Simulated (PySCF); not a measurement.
Compound: C₃H₁₀OSi₂.
Numbering: `[CH3:1][O:2][SiH:3]1[CH2:4][SiH2:5][CH2:6]1`

Geometry (PBE0-D3(BJ)/def2-SVP, Å), atoms numbered from 1 in this order:
```xyz
16
C3H10OSi2 angstrom
C      2.2161   -0.1792   -0.5545
O      1.7569    0.6030    0.5096
Si     0.1573    0.7474    0.9487
C     -0.9962    1.2139   -0.4894
Si    -1.6325   -0.5798   -0.4682
C     -0.7309   -0.9188    1.1734
H      1.8280    0.1721   -1.5287
H      3.3148   -0.1226   -0.5902
H      1.9370   -1.2438   -0.4439
H      0.1602    1.6635    2.1235
H     -0.5326    1.5869   -1.4148
H     -1.7682    1.9382   -0.1799
H     -1.0815   -1.3930   -1.5973
H     -3.1197   -0.7386   -0.4354
H     -1.4136   -0.9065    2.0395
H     -0.1104   -1.8246    1.2439
```

Definitions: NICS(0) = −σiso at the ring centroid; NICS(1) = −σiso and NICS(1)zz = −σzz at ±1 Å along the ring normal z. Level: GIAO HF/pcSseg-2 (PySCF, non-relativistic, gas phase) on the PBE0-D3(BJ)/def2-SVP geometry, one conformer.

Ring bond lengths (Å): Si3–C4 1.902, C4–Si5 1.903, Si5–C6 1.903, C6–Si3 1.902.

Task: What do the NICS probes read (ppm)?

Result: 
| ring | type | NICS(0) | NICS(1), two faces | NICS(1)zz, two faces | rms pucker (Å) | centre to ring atoms, mean (Å) |
| --- | --- | --- | --- | --- | --- | --- |
| Si3–C4–Si5–C6 | 4-membered ring with 2 Si; formal bonds all single | 0.4 | -2.4 / -0.7 | 1.4 / 1.8 | 0.09 | 1.34 |

Task: What do they say, and how far can they be read as aromaticity?

Result: 
- Si3–C4–Si5–C6: mean NICS(1)zz 1.6 ppm, near zero. Si3, C4, Si5, C6 have four or more neighbours, and the NICS criterion for π rings isn't applied.

Task: At the second NICS(1) probe listed for ring Si3–C4–Si5–C6, 1 Å off the ring, what do the in-plane components average?

Result: The isotropic value is a third of the trace: (3 × -0.7 − (1.8))/2 = -1.9 ppm.

Task: List the ring angles.

Result: 
- Si3–C4–Si5–C6: Si3 91.2°, C4 87.9°, Si5 91.1°, C6 87.9°; sum 358.1° against 360° for a flat convex ring.

Task: What are the shieldings of the ring atoms and their hydrogens in the same run (means over atoms taken as equivalent)?

Result: 
```
   atoms                  environment  σ isotropic (ppm)
     Si3         oxygen-bound silicon              382.2
 C4 (×2)  sp3 carbon bound to silicon              194.1
     Si5                 SiH2 silicon              419.9
     H10                Si–H hydrogen              26.70
H11 (×2)           methylene hydrogen              31.27
H12 (×2)           methylene hydrogen              31.40
     H13                Si–H hydrogen              27.26
     H14                Si–H hydrogen              27.21
```

Task: How do the values depend on the level or the medium?

Result: 
```
             level  NICS(0), Si3–C4–Si5–C6  mean NICS(1)zz, Si3–C4–Si5–C6
  HF/pcSseg-2, gas                     0.4                            1.6
PBE0/pcSseg-1, gas                    -1.1                            2.0
```

The geometry is the same throughout.
